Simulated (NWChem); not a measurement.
System: BNH₃ cation

```xyz
5

B      0.0000     0.0000    -0.7891
N      0.0000     0.0000     0.5312
H      0.0000     0.0000    -1.9619
H      0.0000     0.8564     1.0947
H      0.0000    -0.8564     1.0947
```
Atoms are numbered in this order, from 1.

Computed with NWChem. Geometry: optimised at B3LYP/6-31G* (spherical d).

**Question.** Predict the results for TPSS/def2-SVP. Quantities: highest occupied level (eV); orbital gap (eV).

**Answer.** 
| Quantity | Value |
|---|---|
| highest occupied level (eV) | -15.53 |
| orbital gap (eV) | 5.82 |
